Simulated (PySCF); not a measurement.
PySCF 2.14 output of an unrestricted M06-2X calculation on a single atom or ion in jorge-DZP-DKH, with scalar relativity by spin-free X2C-1e:

```
SCF conv_tol = 1e-09
number electrons alpha = 18  beta = 15
    Y. Zhao and D. G. Truhlar.,  Theor. Chem. Acc. 120, 215 (2008)
    Y. Zhao and D. G. Truhlar.,  Theor. Chem. Acc. 120, 215 (2008)
cycle= 1 E= -2604.99822523324  delta_E= -0.0193  |g|= 0.047  |ddm|= 0.141
cycle= 2 E= -2604.99826132659  delta_E= -3.61e-05  |g|= 0.00527  |ddm|= 0.0156
cycle= 3 E= -2604.99826262868  delta_E= -1.3e-06  |g|= 0.00302  |ddm|= 0.00297
cycle= 4 E= -2604.99826321969  delta_E= -5.91e-07  |g|= 0.000184  |ddm|= 0.000974
cycle= 5 E= -2604.99826322391  delta_E= -4.22e-09  |g|= 1.87e-05  |ddm|= 0.00016
cycle= 6 E= -2604.99826322397  delta_E= -6e-11  |g|= 8.06e-07  |ddm|= 2.31e-05
converged SCF energy = -2604.99826322397  <S^2> = 3.7512661  2S+1 = 4.000633
```

The run itself started from symmetry-adapted Hartree-Fock orbitals and held the occupation by maximum overlap, on a logarithmic radial grid, so the iterations belong to that start.

**Question.** Which element, charge and spin multiplicity is this?

**Answer.** Br²⁺ (bromine, charge +2), multiplicity 4; the state was [Ar] 3d10 4s2 4p3, high-spin 4S determinant.
